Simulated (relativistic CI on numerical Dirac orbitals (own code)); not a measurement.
Te²⁷⁺: what numerical and physical settings do to a radial Dirac CI calculation

Reference input:

```
atom Te  Z=52  charge=27  electrons=25
nucleus A=130  rms_radius_fm=4.7423
hamiltonian dirac-coulomb  breit=on  qed=on  c_scale=1
orbitals kli  potential=per-configuration
slater_scale 1
correlation none
mixing on
grid step=0.0125 r_max=4.2
scf mixing=0.4 start=green max_iterations=150 tolerance=2e-08 node_fill=0.05
configurations
  [Ar] 3d7
end
```

Computed lowest total energy -6366.24061 Ha, first excitation 68279.6 cm⁻¹, 10 SCF steps. Runs with settings changed; * marks those that are bad on purpose:

```csv
Changed,Outcome,Lowest level,ΔE (Ha),First excitation (cm⁻¹),SCF steps,Message
SCF tolerance 1e-05,converged,3d7 4F_9/2,-2.77e-08,68279.6,8,
SCF mixing 0.7,converged,3d7 4F_9/2,2.53e-10,68279.6,9,
SCF tolerance 1e-10,converged,3d7 4F_9/2,1.76e-10,68279.6,11,
Slater scale 2 *,converged,3d7 4F_9/2,-0.376,71451.0,10,
SCF tolerance 0.3 *,converged,3d7 4F_9/2,0.152,67195.1,3,
```
